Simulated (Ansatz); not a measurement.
C$_{3}$H$_{6}$, charge +1, doublet, at a GFN2-xTB geometry (a state made from the parent by changing its charge; the spin is typed, not shown lowest). Base run: CCSD(T)/def2-SVP (Ansatz, a program for electronic structure).

Ansatz was given this input:
Ansatz 0.2 input:
```yaml
crystal:
  periodic: [false, false, false]
  atoms:
    - {symbol: C, position_ang: [-1.20737674, 0.05679404, -0.23099301]}
    - {symbol: C, position_ang: [0.08149985, 0.01376709, 0.43060907]}
    - {symbol: C, position_ang: [1.30248053, -0.08335099, -0.14521574]}
    - {symbol: H, position_ang: [-1.90844225, -0.68637557, 0.17911264]}
    - {symbol: H, position_ang: [-1.70998107, 0.99470355, 0.05610396]}
    - {symbol: H, position_ang: [-1.14667474, -0.07339176, -1.30958177]}
    - {symbol: H, position_ang: [0.04418095, 0.06742610, 1.52303029]}
    - {symbol: H, position_ang: [1.50139258, 0.26564072, -1.15435202]}
    - {symbol: H, position_ang: [2.15990263, -0.49126387, 0.37928506]}
basis:
  gaussian:
    orbitals: def2-SVP
total_charge: 1
magnetization: {spin_polarized: true, initial_magnetization: 1}
correlation: {method: ccsd_t}
```

Each row names what was changed in the base input (with any setting that the change needs).

| change | ΔE vs base (mEh) | MP2 correlation (Eh) | CC correlation without the perturbative part (Eh) | basis functions |
|---|---|---|---|---|
| base | 0.000 | -0.36837 | -0.41482 | 72 |
| method = ccsd | 11.781 | -0.36837 | -0.41482 | 72 |
| method = mp2 | 58.231 | -0.36837 | - | 72 |
| diis_vectors = 2 | 0.000 | -0.36837 | -0.41482 | 72 |
| method = bccd | 12.456 | -0.36837 | -0.41414 | 72 |
| diis_vectors = 4 | 0.000 | -0.36837 | -0.41481 | 72 |
| electrons = outside_noble_gas | 0.000 | -0.36837 | -0.41482 | 72 |
| method = rpa | -38.159 | - | - | 72 |
| fitting = cc-pVTZ-JKFIT (mean field), cc-pVTZ-RIFIT (correlation) | 0.026 | -0.36833 | -0.41480 | 72 |
| lower_state_search = off | 0.000 | -0.36837 | -0.41482 | 72 |
